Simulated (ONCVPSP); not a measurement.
## Plane-wave convergence, ONCV potential for Xe

```json
{
  "Element": "xenon (Xe)",
  "Generator": "ONCVPSP 4.0.1",
  "Type": "optimised norm-conserving Vanderbilt (ONCV)",
  "Functional": "Wu-Cohen",
  "Relativity": "scalar-relativistic",
  "Frozen core": "[Ar] 3d10",
  "Valence charge": "26",
  "Reference configuration": "4s2 4p6 4d10 5s2 5p6",
  "Partial waves": "4s+5s: rc 1.10 bohr, ncon 4, nbas 8, qcut 11.5 1/bohr, 2 projectors; 4p+5p: rc 1.15 bohr, ncon 5, nbas 9, qcut 9.7 1/bohr, 3 projectors, debl 0.6 Ha; 4d: rc 1.05 bohr, ncon 4, nbas 8, qcut 16.1 1/bohr, 1 projector",
  "Local potential": "polynomial inside 0.70 bohr (lpopt 5, dvloc0 2 Ha)",
  "Core correction": "Teter function, fcfact 3.75, rcfact 1.2"
}
```

Problem. For each optimised wave give the share of its norm inside rc, the residual kinetic energy above qcut (Ha) and the cutoffs (Ha) for errors of 10, 1, 0.1 and 0.01 mHa per electron.

Solution.

```tsv
wave	norm inside rc	residual KE	10 mHa	1 mHa	0.1 mHa	0.01 mHa
4s	0.935	6.2e-06	41.9	51.1	58.1	64.6
5s	0.084	9.8e-06	39.1	50.2	58.5	66.0
4p	0.916	5.8e-04	23.3	42.1	171.0	205.1
5p	0.053	2.4e-04	20.5	27.7	59.9	189.8
p projector 3	0.017	8.6e-05	17.6	23.9	46.2	87.8
4d	0.734	2.9e-08	51.9	66.7	80.6	93.7
```

The occupied waves need 67 Ha and 171 Ha for 1 and 0.1 mHa. Note: ghosts flagged at negative energy: p at -1951.4 eV; GHOST(+) flagged for s at 130.9 eV. A true bound ghost makes a file unfit for plane-wave use.
